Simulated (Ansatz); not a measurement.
`O[SiH2][SiH](S)Cl` + `N[SiH2]N` → `N[SiH2]N[SiH2]O` + `S[SiH2]Cl`  (cleavage of the Si–Si bond)

Isolated molecules relaxed with PBE0-D4/def2-TZVP in Ansatz; ΔE leaves out vibrations. CCSD(T)/CBS is the MP2 limit (def2-TZVPP, def2-QZVPP) plus CCSD(T) − MP2 in def2-TZVPP, frozen cores. This one scheme is used for every species. Each species was taken in one conformer, which may not be the lowest.

`O[SiH2][SiH](S)Cl`:

Cartesian coordinates in Å:
```
O -1.758 -0.794 -0.479
Si -0.184 -0.798 -0.982
Si 0.954 0.760 0.347
S 0.975 0.154 2.386
Cl -0.126 2.516 0.072
H -2.220 0.045 -0.526
H -0.050 -0.424 -2.419
H 0.316 -2.177 -0.771
H 2.367 1.064 0.022
H -0.274 -0.346 2.350
```

`N[SiH2]N`:

Z-matrix (Å, degrees):
```
Si
N 1 1.711
N 1 1.711 2 108.5
H 1 1.493 2 103.5 3 -125.0
H 1 1.493 2 117.1 3 116.6
H 2 1.006 1 120.5 3 150.7
H 2 1.007 1 121.6 3 -58.1
H 3 1.006 1 120.5 2 150.7
H 3 1.007 1 121.6 2 -58.1
```

`N[SiH2]N[SiH2]O`:

Cartesian coordinates in Å:
```
N 1.265 0.742 -1.964
Si -0.178 0.829 -1.045
N -0.365 -0.609 -0.113
Si -0.833 -0.805 1.529
O 0.368 -1.369 2.505
H 1.304 1.157 -2.880
H 2.174 0.696 -1.535
H -0.253 1.928 -0.043
H -1.240 1.033 -2.067
H -0.203 -1.465 -0.628
H -1.307 0.527 1.983
H -1.882 -1.842 1.658
H 1.149 -0.822 2.601
```

`S[SiH2]Cl`:

Z-matrix (Å, degrees):
```
Si
Cl 1 2.054
S 1 2.120 2 112.9
H 1 1.478 2 108.5 3 -116.6
H 1 1.479 2 106.5 3 122.3
H 3 1.344 1 94.3 2 70.4
```

```
            species  CCSD(T)/CBS(def2) energy (Eh)
`O[SiH2][SiH](S)Cl`                    -1514.01709
         `N[SiH2]N`                     -402.15462
  `N[SiH2]N[SiH2]O`                     -767.69273
        `S[SiH2]Cl`                    -1148.50980
```

(1) Work out ΔE.

Largest T1 diagnostic among the species: 0.012.

## Answers

(1) ΔE = (-767.69273) + (-1148.50980) − (-1514.01709) − (-402.15462) = -0.03082 Eh = -0.84 eV.

In def2-TZVPP, CCSD(T) changes the Hartree–Fock value by +0.14 eV (the triples alone add +0.02 eV) and MP2 by +0.09 eV. From PBE to PBE0 (25 % exact exchange), in def2-TZVPP and without D4, ΔE moves by −0.08 eV.
